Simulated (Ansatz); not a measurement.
Geometry optimisation of ClH7N2OSi2 (`N[SiH2]O[SiH](N)Cl`).

```yaml
crystal:
  periodic: [false, false, false]
  atoms:
    - {symbol: N, position_ang: [0.882760, 0.567660, -1.715480]}
    - {symbol: Si, position_ang: [1.499030, -0.658980, -0.681100]}
    - {symbol: O, position_ang: [0.532250, -0.702350, 0.630210]}
    - {symbol: Si, position_ang: [-0.892560, -0.430860, 1.320270]}
    - {symbol: N, position_ang: [-1.439890, 1.131290, 0.856530]}
    - {symbol: Cl, position_ang: [-2.283220, -1.698520, 0.621450]}
    - {symbol: H, position_ang: [1.319720, 0.735530, -2.605790]}
    - {symbol: H, position_ang: [-0.117440, 0.673520, -1.789110]}
    - {symbol: H, position_ang: [2.794160, -0.214580, -0.177640]}
    - {symbol: H, position_ang: [1.496900, -2.030730, -1.196240]}
    - {symbol: H, position_ang: [-0.646570, -0.706600, 2.727720]}
    - {symbol: H, position_ang: [-2.361200, 1.440880, 1.117580]}
    - {symbol: H, position_ang: [-0.783930, 1.893750, 0.891610]}
basis:
  gaussian: {orbitals: def2-TZVP}
hamiltonian: {xc: pbe0, dispersion: d4}
relax: {f_tol: 0.005, max_steps: 150}
```

```sh
$ ansatz run in.yaml --threads 2 --pin off --events-out ev --progress --plain --max-ram 32768MiB --backend cuda --devices 0, --max-vram 18GiB
```

Shortened log:

```
Functional definition: PBE0
mean field -33411.46054278 eV, -1227.8485278459 hartree, gradient 2.3e-5 eV, S^2 0.000000; 0 other end points of the search recorded, 0 dependent functions left out
relax step   1: F+E_penalty+E_count = -33411.77574432 eV  Δ(F+E_penalty+E_count) = +0.000e0 eV  max|allowed force component| = 9.101e-1 eV/Å  Δτ_max = 0.0000 Å  (29 SCF iters, accepted)
mean field -33411.55857651 eV, -1227.8521305189 hartree, gradient 1.4e-5 eV, S^2 0.000000; 0 other end points of the search recorded, 0 dependent functions left out
relax step   2: F+E_penalty+E_count = -33411.87012205 eV  Δ(F+E_penalty+E_count) = -9.438e-2 eV  max|allowed force component| = 2.785e-1 eV/Å  Δτ_max = 0.0963 Å  (31 SCF iters, accepted)
mean field -33411.56758941 eV, -1227.8524617370 hartree, gradient 1.3e-5 eV, S^2 0.000000; 0 other end points of the search recorded, 0 dependent functions left out
relax step   3: F+E_penalty+E_count = -33411.87996292 eV  Δ(F+E_penalty+E_count) = -9.841e-3 eV  max|allowed force component| = 1.437e-1 eV/Å  Δτ_max = 0.0522 Å  (30 SCF iters, accepted)
mean field -33411.57313585 eV, -1227.8526655647 hartree, gradient 1.3e-5 eV, S^2 0.000000; 0 other end points of the search recorded, 0 dependent functions left out
relax step   4: F+E_penalty+E_count = -33411.88636006 eV  Δ(F+E_penalty+E_count) = -6.397e-3 eV  max|allowed force component| = 1.132e-1 eV/Å  Δτ_max = 0.0639 Å  (30 SCF iters, accepted)
mean field -33411.58073035 eV, -1227.8529446576 hartree, gradient 9.4e-6 eV, S^2 0.000000; 0 other end points of the search recorded, 0 dependent functions left out
relax step   5: F+E_penalty+E_count = -33411.89548663 eV  Δ(F+E_penalty+E_count) = -9.127e-3 eV  max|allowed force component| = 4.243e-1 eV/Å  Δτ_max = 0.1950 Å  (29 SCF iters, accepted)
mean field -33411.58890128 eV, -1227.8532449338 hartree, gradient 1.2e-5 eV, S^2 0.000000; 0 other end points of the search recorded, 0 dependent functions left out
relax step   6: F+E_penalty+E_count = -33411.90310903 eV  Δ(F+E_penalty+E_count) = -7.622e-3 eV  max|allowed force component| = 3.383e-1 eV/Å  Δτ_max = 0.0462 Å  (30 SCF iters, accepted)
mean field -33411.59840459 eV, -1227.8535941738 hartree, gradient 8.7e-6 eV, S^2 0.000000; 0 other end points of the search recorded, 0 dependent functions left out
relax step   7: F+E_penalty+E_count = -33411.91361374 eV  Δ(F+E_penalty+E_count) = -1.050e-2 eV  max|allowed force component| = 2.518e-1 eV/Å  Δτ_max = 0.2000 Å  (29 SCF iters, accepted)
mean field -33411.61310858 eV, -1227.8541345354 hartree, gradient 2.1e-5 eV, S^2 0.000000; 0 other end points of the search recorded, 0 dependent functions left out
relax step   8: F+E_penalty+E_count = -33411.92795878 eV  Δ(F+E_penalty+E_count) = -1.435e-2 eV  max|allowed force component| = 2.155e-1 eV/Å  Δτ_max = 0.2000 Å  (29 SCF iters, accepted)
mean field -33411.61862493 eV, -1227.8543372578 hartree, gradient 1.2e-5 eV, S^2 0.000000; 0 other end points of the search recorded, 0 dependent functions left out
relax step   9: F+E_penalty+E_count = -33411.93377227 eV  Δ(F+E_penalty+E_count) = -5.813e-3 eV  max|allowed force component| = 1.312e-1 eV/Å  Δτ_max = 0.0509 Å  (30 SCF iters, accepted)
mean field -33411.62198469 eV, -1227.8544607267 hartree, gradient 1.2e-5 eV, S^2 0.000000; 0 other end points of the search recorded, 0 dependent functions left out
relax step  10: F+E_penalty+E_count = -33411.93696058 eV  Δ(F+E_penalty+E_count) = -3.188e-3 eV  max|allowed force component| = 1.666e-1 eV/Å  Δτ_max = 0.0685 Å  (30 SCF iters, accepted)
mean field -33411.62635588 eV, -1227.8546213648 hartree, gradient 1.3e-5 eV, S^2 0.000000; 0 other end points of the search recorded, 0 dependent functions left out
relax step  11: F+E_penalty+E_count = -33411.94063024 eV  Δ(F+E_penalty+E_count) = -3.670e-3 eV  max|allowed force component| = 1.095e-1 eV/Å  Δτ_max = 0.0835 Å  (30 SCF iters, accepted)
mean field -33411.62974673 eV, -1227.8547459762 hartree, gradient 1.4e-5 eV, S^2 0.000000; 0 other end points of the search recorded, 0 dependent functions left out
relax step  12: F+E_penalty+E_count = -33411.94340540 eV  Δ(F+E_penalty+E_count) = -2.775e-3 eV  max|allowed force component| = 2.198e-1 eV/Å  Δτ_max = 0.1165 Å  (30 SCF iters, accepted)
mean field -33411.63279880 eV, -1227.8548581378 hartree, gradient 1.2e-5 eV, S^2 0.000000; 0 other end points of the search recorded, 0 dependent functions left out
relax step  13: F+E_penalty+E_count = -33411.94562854 eV  Δ(F+E_penalty+E_count) = -2.223e-3 eV  max|allowed force component| = 2.490e-1 eV/Å  Δτ_max = 0.0633 Å  (30 SCF iters, accepted)
mean field -33411.63621259 eV, -1227.8549835924 hartree, gradient 1.2e-5 eV, S^2 0.000000; 0 other end points of the search recorded, 0 dependent functions left out
relax step  14: F+E_penalty+E_count = -33411.94906709 eV  Δ(F+E_penalty+E_count) = -3.439e-3 eV  max|allowed force component| = 1.482e-1 eV/Å  Δτ_max = 0.0373 Å  (30 SCF iters, accepted)
mean field -33411.64008570 eV, -1227.8551259263 hartree, gradient 1.3e-5 eV, S^2 0.000000; 0 other end points of the search recorded, 0 dependent functions left out
relax step  15: F+E_penalty+E_count = -33411.95261332 eV  Δ(F+E_penalty+E_count) = -3.546e-3 eV  max|allowed force component| = 1.012e-1 eV/Å  Δτ_max = 0.0827 Å  (30 SCF iters, accepted)
mean field -33411.64287706 eV, -1227.8552285069 hartree, gradient 1.6e-5 eV, S^2 0.000000; 0 other end points of the search recorded, 0 dependent functions left out
relax step  16: F+E_penalty+E_count = -33411.95473081 eV  Δ(F+E_penalty+E_count) = -2.117e-3 eV  max|allowed force component| = 2.318e-1 eV/Å  Δτ_max = 0.1264 Å  (30 SCF iters, accepted)
mean field -33411.64391819 eV, -1227.8552667679 hartree, gradient 1.2e-5 eV, S^2 0.000000; 0 other end points of the search recorded, 0 dependent functions left out
relax step  17: F+E_penalty+E_count = -33411.95591747 eV  Δ(F+E_penalty+E_count) = -1.187e-3 eV  max|allowed force component| = 1.282e-1 eV/Å  Δτ_max = 0.0226 Å  (31 SCF iters, accepted)
[...]
relax step  47: F+E_penalty+E_count = -33411.99296279 eV  Δ(F+E_penalty+E_count) = -1.186e-4 eV  max|allowed force component| = 3.238e-2 eV/Å  Δτ_max = 0.0487 Å  (30 SCF iters, accepted)
mean field -33411.67402654 eV, -1227.8563732294 hartree, gradient 1.3e-5 eV, S^2 0.000000; 0 other end points of the search recorded, 0 dependent functions left out
relax step  48: F+E_penalty+E_count = -33411.99298795 eV  Δ(F+E_penalty+E_count) = -2.516e-5 eV  max|allowed force component| = 5.688e-2 eV/Å  Δτ_max = 0.0360 Å  (30 SCF iters, accepted)
mean field -33411.67405518 eV, -1227.8563742817 hartree, gradient 1.5e-5 eV, S^2 0.000000; 0 other end points of the search recorded, 0 dependent functions left out
relax step  49: F+E_penalty+E_count = -33411.99308227 eV  Δ(F+E_penalty+E_count) = -9.432e-5 eV  max|allowed force component| = 4.108e-2 eV/Å  Δτ_max = 0.0034 Å  (24 SCF iters, accepted)
mean field -33411.67400984 eV, -1227.8563726156 hartree, gradient 1.3e-5 eV, S^2 0.000000; 0 other end points of the search recorded, 0 dependent functions left out
relax step  50: F+E_penalty+E_count = -33411.99319111 eV  Δ(F+E_penalty+E_count) = -1.088e-4 eV  max|allowed force component| = 1.742e-2 eV/Å  Δτ_max = 0.0147 Å  (32 SCF iters, accepted)
mean field -33411.67382587 eV, -1227.8563658549 hartree, gradient 1.3e-5 eV, S^2 0.000000; 0 other end points of the search recorded, 0 dependent functions left out
relax step  51: F+E_penalty+E_count = -33411.99331678 eV  Δ(F+E_penalty+E_count) = -1.257e-4 eV  max|allowed force component| = 1.522e-2 eV/Å  Δτ_max = 0.0394 Å  (30 SCF iters, accepted)
mean field -33411.67269727 eV, -1227.8563243794 hartree, gradient 1.7e-5 eV, S^2 0.000000; 0 other end points of the search recorded, 0 dependent functions left out
relax step  52: F+E_penalty+E_count = -33411.99306905 eV  Δ(F+E_penalty+E_count) = +2.477e-4 eV  max|allowed force component| = 8.290e-2 eV/Å  Δτ_max = 0.1409 Å  (30 SCF iters, rejected (line search))
mean field -33411.67348081 eV, -1227.8563531740 hartree, gradient 1.4e-5 eV, S^2 0.000000; 0 other end points of the search recorded, 0 dependent functions left out
relax step  53: F+E_penalty+E_count = -33411.99346843 eV  Δ(F+E_penalty+E_count) = -1.516e-4 eV  max|allowed force component| = 2.224e-2 eV/Å  Δτ_max = 0.0692 Å  (30 SCF iters, accepted)
mean field -33411.67300818 eV, -1227.8563358054 hartree, gradient 1.4e-5 eV, S^2 0.000000; 0 other end points of the search recorded, 0 dependent functions left out
relax step  54: F+E_penalty+E_count = -33411.99348304 eV  Δ(F+E_penalty+E_count) = -1.461e-5 eV  max|allowed force component| = 4.442e-2 eV/Å  Δτ_max = 0.0698 Å  (30 SCF iters, accepted)
mean field -33411.67314260 eV, -1227.8563407451 hartree, gradient 1.3e-5 eV, S^2 0.000000; 0 other end points of the search recorded, 0 dependent functions left out
relax step  55: F+E_penalty+E_count = -33411.99359240 eV  Δ(F+E_penalty+E_count) = -1.094e-4 eV  max|allowed force component| = 2.427e-2 eV/Å  Δτ_max = 0.0126 Å  (32 SCF iters, accepted)
mean field -33411.67308748 eV, -1227.8563387194 hartree, gradient 1.3e-5 eV, S^2 0.000000; 0 other end points of the search recorded, 0 dependent functions left out
relax step  56: F+E_penalty+E_count = -33411.99367527 eV  Δ(F+E_penalty+E_count) = -8.287e-5 eV  max|allowed force component| = 1.288e-2 eV/Å  Δτ_max = 0.0093 Å  (32 SCF iters, accepted)
mean field -33411.67268118 eV, -1227.8563237881 hartree, gradient 1.3e-5 eV, S^2 0.000000; 0 other end points of the search recorded, 0 dependent functions left out
relax step  57: F+E_penalty+E_count = -33411.99376326 eV  Δ(F+E_penalty+E_count) = -8.798e-5 eV  max|allowed force component| = 1.818e-2 eV/Å  Δτ_max = 0.0390 Å  (31 SCF iters, accepted)
mean field -33411.67212938 eV, -1227.8563035100 hartree, gradient 1.4e-5 eV, S^2 0.000000; 0 other end points of the search recorded, 0 dependent functions left out
relax step  58: F+E_penalty+E_count = -33411.99380934 eV  Δ(F+E_penalty+E_count) = -4.609e-5 eV  max|allowed force component| = 5.591e-2 eV/Å  Δτ_max = 0.0619 Å  (30 SCF iters, accepted)
mean field -33411.67234514 eV, -1227.8563114388 hartree, gradient 1.3e-5 eV, S^2 0.000000; 0 other end points of the search recorded, 0 dependent functions left out
relax step  59: F+E_penalty+E_count = -33411.99386181 eV  Δ(F+E_penalty+E_count) = -5.247e-5 eV  max|allowed force component| = 2.329e-2 eV/Å  Δτ_max = 0.0193 Å  (31 SCF iters, accepted)
mean field -33411.67218238 eV, -1227.8563054578 hartree, gradient 1.3e-5 eV, S^2 0.000000; 0 other end points of the search recorded, 0 dependent functions left out
relax step  60: F+E_penalty+E_count = -33411.99389153 eV  Δ(F+E_penalty+E_count) = -2.971e-5 eV  max|allowed force component| = 1.348e-2 eV/Å  Δτ_max = 0.0129 Å  (32 SCF iters, accepted)
mean field -33411.67184720 eV, -1227.8562931401 hartree, gradient 1.3e-5 eV, S^2 0.000000; 0 other end points of the search recorded, 0 dependent functions left out
relax step  61: F+E_penalty+E_count = -33411.99392080 eV  Δ(F+E_penalty+E_count) = -2.928e-5 eV  max|allowed force component| = 4.747e-3 eV/Å  Δτ_max = 0.0259 Å  (31 SCF iters, accepted)
mean field -33411.67154627 eV, -1227.8562820809 hartree, gradient 1.3e-5 eV, S^2 0.000000; 0 other end points of the search recorded, 0 dependent functions left out
relax step  62: F+E_penalty+E_count = -33411.99392896 eV  Δ(F+E_penalty+E_count) = -8.152e-6 eV  max|allowed force component| = 6.731e-3 eV/Å  Δτ_max = 0.0221 Å  (31 SCF iters, accepted)
mean field -33411.67157141 eV, -1227.8562830049 hartree, gradient 2.7e-5 eV, S^2 0.000000; 0 other end points of the search recorded, 0 dependent functions left out
relax step  63: F+E_penalty+E_count = -33411.99393531 eV  Δ(F+E_penalty+E_count) = -6.355e-6 eV  max|allowed force component| = 3.840e-3 eV/Å  Δτ_max = 0.0012 Å  (22 SCF iters, accepted)
mean field -33411.67157141 eV, -1227.8562830049 hartree, gradient 2.6e-5 eV, S^2 0.000000; 1 other end points of the search recorded, 0 dependent functions left out
Total energy: -33411.99397289 eV, -1227.8681310406 hartree
Atom 0 at     0.662473     0.413972    -1.713091 Å, force    -0.001618     0.003840    -0.000174 eV/Å
Atom 1 at     1.434643    -0.661732    -0.629043 Å, force     0.001146    -0.001332     0.000534 eV/Å
Atom 2 at     0.664559    -0.723414     0.822788 Å, force    -0.000826    -0.000029    -0.001585 eV/Å
Atom 3 at    -0.832456    -0.399299     1.353034 Å, force    -0.002093     0.000880     0.002309 eV/Å
Atom 4 at    -1.163894     1.255621     1.175585 Å, force     0.001203    -0.000535    -0.001236 eV/Å
Atom 5 at    -2.120091    -1.611406     0.262439 Å, force     0.002421     0.001477     0.000741 eV/Å
Atom 6 at     1.096394     1.275113    -1.997963 Å, force     0.000278    -0.002161     0.000667 eV/Å
Atom 7 at    -0.030162     0.100664    -2.372156 Å, force     0.000292    -0.001015    -0.000293 eV/Å
Atom 8 at     2.802180    -0.153201    -0.375383 Å, force    -0.000833    -0.001097    -0.000455 eV/Å
Atom 9 at     1.439486    -2.036077    -1.182159 Å, force     0.000501     0.001237     0.000648 eV/Å
Atom 10 at    -0.995015    -0.794135     2.762283 Å, force     0.000191    -0.000371    -0.001515 eV/Å
Atom 11 at    -1.976696     1.655773     1.616458 Å, force    -0.000391    -0.000871     0.000218 eV/Å
Atom 12 at    -0.981411     1.678130     0.277216 Å, force    -0.000270    -0.000025     0.000140 eV/Å
Dipole moment:    -0.008131     0.522682    -0.326744 e Å
```

Hardware: 2 threads of an AMD EPYC 7R13 on a shared host and a share of an NVIDIA H100 80 GB. Wall time 3 min, peak host memory 0.92 GiB.
